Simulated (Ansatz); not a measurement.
Cost and result up the ladder for In₉Sb₉ (started as a model of: In9Sb9 wurtzite hole sphere) (18 atoms). Total charge 0; singlet. Geometry: PBE-D4/def2-SVP.

```xyz
18

In    3.388   -2.007    2.222
In    0.258    0.557    2.399
In    3.097    0.432    0.061
In   -2.258    3.212    2.245
In   -0.483    3.049   -0.499
In    0.460   -2.435    0.069
In   -2.472   -0.031   -0.173
In    0.070   -0.560   -3.074
In   -2.441   -2.632   -2.750
Sb    5.425   -0.416    1.471
Sb    0.713   -2.216    2.969
Sb    1.766    2.650    1.237
Sb   -2.651    0.483    2.642
Sb   -2.003    5.244    0.499
Sb    2.395   -1.613   -1.826
Sb   -2.361   -2.942    0.016
Sb   -1.830    1.501   -2.464
Sb   -1.075   -2.276   -5.042
```

Ansatz on 2 threads of AMD EPYC 7R13 on a shared host and a share (18 GiB) of an NVIDIA H100 80GB HBM3. Times are rough, and most runs start from the orbitals of an earlier one. No level here is sound enough to serve as a yardstick. Binding counts from free atoms at the same level (In doublet, Sb quartet; other spins of the atoms weren't run), without zero-point energy or a counterpoise term.

In the def2 sets In, Sb take a core potential; there is no spin–orbit coupling. Correlated methods freeze 72 core orbitals; core or outer-core shells of In, Sb are correlated, in sets that lack core-valence functions. The rows differ in basis, and correlated rows in double-zeta sets carry the largest basis error. Single mean-field runs in def2-SVP, def2-mTZVP are fitted with def2-universal-jkfit. Another isomer (singlet) lies 3.07 eV lower at PBE0-D4/def2-SVP; other spin states weren't run for this one.

Correlated methods converge slowly with the basis, most of all in double-zeta sets.

```
                        level  functions  wall time  binding energy per atom (eV)                        remarks
             PBE0-D4/def2-SVP        468      7.5 s                          2.11  restricted SCF unstable in HF
           r2SCAN-D4/def2-SVP        468        8 s                          2.07  restricted SCF unstable in HF
PBE-D4/def2-SVP (with forces)        468      8.5 s                          2.22  restricted SCF unstable in HF
          r2SCANh-D4/def2-SVP        468      8.5 s                          2.03  restricted SCF unstable in HF
         r2SCAN-D4/def2-mTZVP        648       11 s                          2.07  restricted SCF unstable in HF
                 MP2/def2-SVP        468       15 s                          1.93        restricted SCF unstable
             RPA@PBE/def2-SVP        468       19 s                          1.74  restricted SCF unstable in HF
```
